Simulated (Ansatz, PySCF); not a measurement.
Another site gives an ion 66951.47 eV lower (`O[SiH2]Br`) at the level CAM-B3LYP-D3(BJ)/def2-TZVPD (PySCF).

A geometry relaxed with CAM-B3LYP-D3(BJ)/def2-TZVPD (Ansatz, a program for electronic structure), charge 0, multiplicity 1:

```xyz
8

O      1.6854     0.1474     0.2353
H     -2.1738     0.1966     0.0117
H      0.2510    -1.9783    -0.0376
Si     0.3717    -0.5587    -0.4293
O     -0.8879     1.3395     1.0292
H      1.4932     0.8869     0.8239
C     -1.1182     0.4263     0.2704
H      0.3786    -0.4597    -1.9036
```

Q: Write the SMILES of this molecule.

A: `O=C[SiH2]O`
